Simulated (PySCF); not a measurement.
# `InChI=1S/C6H8F2/c7-5-2-6(8)4-1-3(4)5/h3-6H,1-2H2/t3-,4+,5-,6-/m1/s1`

Molfile (atoms numbered from 1):
```
C6H8F2
     RDKit          3D

 16 17  0  0  0  0  0  0  0  0999 V2000
   -1.2302    2.1022    0.2155 F   0  0  0  0  0  0  0  0  0  0  0  0
   -0.5497    1.1493   -0.5238 C   0  0  2  0  0  0  0  0  0  0  0  0
   -1.2948   -0.1853   -0.4528 C   0  0  0  0  0  0  0  0  0  0  0  0
   -0.6377   -0.9875    0.6820 C   0  0  1  0  0  0  0  0  0  0  0  0
   -0.5839   -2.3274    0.3451 F   0  0  0  0  0  0  0  0  0  0  0  0
    0.7451   -0.4014    0.8568 C   0  0  1  0  0  0  0  0  0  0  0  0
    1.5662   -0.2800   -0.3938 C   0  0  0  0  0  0  0  0  0  0  0  0
    0.7999    0.9015    0.1114 C   0  0  1  0  0  0  0  0  0  0  0  0
   -0.4929    1.5575   -1.5400 H   0  0  0  0  0  0  0  0  0  0  0  0
   -1.1836   -0.7372   -1.3854 H   0  0  0  0  0  0  0  0  0  0  0  0
   -2.3559   -0.0184   -0.2766 H   0  0  0  0  0  0  0  0  0  0  0  0
   -1.2107   -0.9390    1.6146 H   0  0  0  0  0  0  0  0  0  0  0  0
    1.2335   -0.5472    1.8076 H   0  0  0  0  0  0  0  0  0  0  0  0
    2.6394   -0.2609   -0.2827 H   0  0  0  0  0  0  0  0  0  0  0  0
    1.2301   -0.7842   -1.2859 H   0  0  0  0  0  0  0  0  0  0  0  0
    1.3176    1.7668    0.4967 H   0  0  0  0  0  0  0  0  0  0  0  0
  1  2  1  0
  2  3  1  0
  3  4  1  0
  4  5  1  0
  4  6  1  0
  6  7  1  0
  7  8  1  0
  8  2  1  0
  8  6  1  0
  2  9  1  6
  3 10  1  0
  3 11  1  0
  4 12  1  1
  6 13  1  1
  7 14  1  0
  7 15  1  0
  8 16  1  1
M  END
```

The calculation used TDDFT CAM-B3LYP/def2-SVPD circular dichroism and optical rotation, one conformer, gas phase (PySCF). Geometry: GFN2-xTB.

Task: What are the CIP labels of the stereocentres?

Result: C2 R, C4 R, C6 S, C8 R.

Task: List the lowest 16 singlet excitations with oscillator and rotatory strengths.

Result: Rotatory strengths R in 10⁻⁴⁰ esu² cm², velocity form and length form (origin at the centre of mass); f in length form.
```
state  E (eV)  λ (nm)      f  R (velocity)  R (length)                                    main
    1    8.33     149  0.004          -9.7       -10.4        HOMO→LUMO 0.72, HOMO→LUMO+1 0.17
    2    8.54     145  0.003          +2.5        +2.1                        HOMO−1→LUMO 0.78
    3    8.68     143  0.030         +13.7       +13.5        HOMO→LUMO+1 0.70, HOMO→LUMO 0.16
    4    8.90     139  0.006          +5.7        +4.4    HOMO−1→LUMO+1 0.58, HOMO→LUMO+2 0.23
    5    8.93     139  0.021         -49.5       -47.3      HOMO→LUMO+2 0.40, HOMO→LUMO+3 0.25
    6    9.04     137  0.025          -0.5        -1.1      HOMO→LUMO+3 0.40, HOMO→LUMO+2 0.20
    7    9.14     136  0.011          -9.5        -9.0  HOMO−1→LUMO+2 0.42, HOMO−1→LUMO+3 0.38
    8    9.27     134  0.025         +23.1       +25.8  HOMO−1→LUMO+2 0.29, HOMO−1→LUMO+3 0.18
    9    9.41     132  0.034         +14.4       +13.6    HOMO−2→LUMO+1 0.29, HOMO→LUMO+3 0.13
   10    9.50     131  0.036         +36.3       +35.2      HOMO−2→LUMO 0.21, HOMO−3→LUMO 0.21
   11    9.61     129  0.021         -17.4       -15.5    HOMO−1→LUMO+3 0.16, HOMO→LUMO+4 0.14
   12    9.67     128  0.023         -43.6       -44.1      HOMO−3→LUMO 0.24, HOMO→LUMO+6 0.18
   13    9.73     127  0.039         +44.7       +46.7    HOMO→LUMO+6 0.23, HOMO−2→LUMO+1 0.19
   14    9.77     127  0.003          -9.5        -9.9    HOMO−2→LUMO 0.22, HOMO−3→LUMO+1 0.16
   15    9.82     126  0.020         +30.5       +29.6    HOMO→LUMO+4 0.16, HOMO−1→LUMO+5 0.16
   16    9.87     126  0.013         +12.3       +13.5  HOMO−2→LUMO+2 0.31, HOMO−2→LUMO+3 0.16
```

Among the states computed, the strongest CD band (largest |R|) is state 5. The largest dissymmetry factor in size, g = 4R/(D+G), with D and G the electric and magnetic dipole strengths, is -0.053 for state 14 (velocity form, f = 0.003), among bands with |R| over 0.5. The mirror image has the same energies and oscillator strengths and all R with the opposite sign.
